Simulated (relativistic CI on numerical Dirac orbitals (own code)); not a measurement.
# What each ingredient does to the levels of Zr²⁸⁺

Base calculation: Dirac-Coulomb-Breit CI, separate exchange-only KLI orbitals for each configuration, model QED (radiative potential, 1s self-energy scaled to tabulated hydrogen-like ionisation energies), unscaled Slater integrals.

Configurations in the expansion (outside the closed core [Ne]): 3s², 3s3p, 3p², 3s3d, 3d², 3p3d, 3p4s, 3d4s, 3s4s, 3s4p, 3s4d, 3s4f, 3s5s, 3s5p, 3s5d, 4s². Levels of other configurations are missing.

Variants: (1) P86 correlation estimate; (2) Breit term removed; (3) one mean potential for all configurations. Shifts of the energy above 3s² ¹S0, in cm⁻¹, for the lowest level and the first level of each name with at least 55 % of one term (blank where a level changes its place among those of its configuration and J or its character, or is not in the variant):

```tsv
Level	Base	Δ(1)	Δ(2)	Δ(3)
3s² ¹S0	0	0	0	0
3s3p ³P°0	453090	+1589	-3476	+366
3s3p ³P°1	485907	+1590	-2852	+371
3s3p ³P°2	620079	+1590	-74	+366
3s3p ¹P°1	783529	+1600	-451	+433
3p² ³P0	1091618	+3061	-6599	+861
3p² ¹D2	1211532	+2807	-2456	+723
3p² ³P1	1218353	+3080	-3745	+794
3p² ³P2	1365738	+2785	+11	+674
3s3d ³D1	1417171	+1124	+1589	+335
3s3d ³D2	1429920	+1154	+2536	+337
3s3d ³D3	1450084	+1124	+3908	+321
3p² ¹S0	1503812	+3010	-1023	+921
3s3d ¹D2	1602345	+1653	+1893	+511
3p3d ³F°2	1905109	+2321	-1498	+1024
3p3d ³F°3	1981954	+2321	+861	+954
3p3d ³D°1	2021898	+2318	-1563	+887
3p3d ³F°4	2103236	+2321	+3815	+903
3p3d ³D°3	2153410	+2321	+2689	+788
3p3d ³P°0	2158435	+2319	+755	+948
3p3d ³P°1	2159680	+2319	+1444	+900
3p3d ¹F°3	2279191	+2325	+2700	+822
```

At this charge energies of transitions that change n are usually good to better than 1 %, and those within a shell (Δn = 0) to a few per cent.

Ionisation energy from the two ground configurations alone: base 1519.21 eV; P86 correlation estimate 1520.23 eV; Breit term removed 1519.88 eV. The NIST ASD value (semi-empirical) is 1525.1 eV.

LS names give the leading component of a level, which can be under half, so a name can repeat, a term be missing and a line seem to break the LS rules.
